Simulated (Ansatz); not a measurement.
Computed with Ansatz on PBE0-D4/def2-TZVP structures; ΔE is electronic, products minus reactants. CBS: MP2 limit from def2 TZ/QZ plus the TZ coupled-cluster correction, frozen cores. Functionals use def2-TZVPP. B3LYP here is the variant with VWN-RPA as its local correlation; programs differ in this. One conformer a species, not always the lowest.

Reaction (formal exchange of groups at a B–C bond): `B/C=C(\C)O` + `O[SiH2]F` → `B[SiH](O)F` + `C=C(C)O`

`B/C=C(\C)O`:

```xyz
12

B     1.343    1.426    0.342
C     0.944    0.022    0.712
C    -0.128   -0.637    0.208
C    -1.106   -0.122   -0.788
O    -0.364   -1.892    0.631
H     2.308    1.931    0.841
H     0.720    2.077   -0.451
H     1.522   -0.553    1.433
H    -2.114   -0.130   -0.361
H    -1.114   -0.767   -1.673
H    -0.864    0.891   -1.094
H    -1.148   -2.246    0.200
```

`O[SiH2]F`:

Cartesian coordinates in Å:
```
O -0.978 -0.286 -0.763
Si 0.272 0.251 0.134
F 1.569 -0.651 -0.096
H -1.408 -1.106 -0.518
H 0.569 1.614 -0.342
H -0.024 0.178 1.584
```

`B[SiH](O)F`:

Cartesian coordinates in Å:
```
B 0.226 -1.091 -0.811
Si 0.194 0.703 0.107
O -0.378 0.577 1.638
F -0.771 1.622 -0.790
H 1.182 -1.524 -1.384
H -0.753 -1.781 -0.787
H 1.473 1.433 0.248
H -1.174 0.061 1.778
```

`C=C(C)O`:

Cartesian coordinates in Å:
```
C -0.971 0.132 0.934
C 0.034 0.265 0.070
C 0.552 -0.813 -0.812
O 0.724 1.420 -0.118
H -1.305 0.957 1.553
H -1.482 -0.814 1.037
H 0.472 -0.514 -1.861
H 1.611 -0.992 -0.607
H -0.001 -1.739 -0.663
H 0.366 2.097 0.466
```

**Question.** Is it downhill or uphill in electronic energy at CCSD(T)/CBS, and by how much? (An estimate is asked.)

**Answer.** Ansatz gave: Uphill: ΔE = +76.0 kJ/mol.

**Question.** What do these levels give: PBE0-D4, B3LYP-D4, ωB97M-V, PBE0, B3LYP, HF/def2-TZVPP, SCS-MP2/def2-TZVPP, CCSD/def2-TZVPP, CCSD(T)/def2-TZVPP, HF/CBS(def2), MP2/CBS(def2), CCSD/CBS(def2)? (Estimate.)

**Answer.** Computed: PBE0-D4 79.7, B3LYP-D4 81.2, ωB97M-V 80.8, PBE0 78.9, B3LYP 80.0, HF/def2-TZVPP 71.1, SCS-MP2/def2-TZVPP 79.7, CCSD/def2-TZVPP 72.6, CCSD(T)/def2-TZVPP 76.1, HF/CBS(def2) 72.2, MP2/CBS(def2) 85.2, CCSD/CBS(def2) 72.5 kJ/mol.

Largest T1 diagnostic among the species: 0.013.

In def2-TZVPP, CCSD(T) changes the Hartree–Fock value by +5.0 kJ/mol (the triples alone add +3.5 kJ/mol) and MP2 by +14.2 kJ/mol.
